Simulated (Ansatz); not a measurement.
Reaction (hydrogenolysis of the Sn–Cl bond): `C[N](C)[Sn]([Cl])([N](C)C)[N](C)C` + H₂ → `C[N](C)[SnH]([N](C)C)[N](C)C` + HCl

Isolated molecules relaxed with PBE0-D4/def2-TZVP in Ansatz; ΔE leaves out vibrations. CCSD(T)/CBS is the MP2 limit (def2-TZVPP, def2-QZVPP) plus CCSD(T) − MP2 in def2-TZVPP, frozen cores. This one scheme is used for every species. Functionals use def2-TZVPP. def2 core potentials past Kr. For Sn outer-core shells are correlated without core-valence functions, which leaves a few kJ/mol of doubt a bond. Each species was taken in one conformer, which may not be the lowest.

| level | ΔE (kJ/mol) |
| --- | --- |
| LC-ωPBE | 76.5 |
| CCSD/def2-TZVPP | 79.0 |

(1) What does CCSD(T)/CBS give? (Best estimate.)

Largest T1 diagnostic among the species: 0.012.

Results:

(1) Computed: +91.3 kJ/mol. The listed levels differ from it by -14.8, -12.3 kJ/mol.

From r2SCAN to r2SCAN0 (25 % exact exchange), in def2-TZVPP and without D4, ΔE moves by −3.3 kJ/mol. At CCSD(T), def2-SVP lies −9.6 kJ/mol from the extrapolated value and def2-TZVPP −8.3 kJ/mol. The D4 term adds +11.2 kJ/mol with B3LYP and +6.8 kJ/mol with PBE0; it sums over pairs of atoms, weighted by their polarisabilities, and B3LYP, whose exchange is more repulsive, gets the larger term.

B3LYP here is the variant with VWN-RPA as its local correlation; programs differ in this.
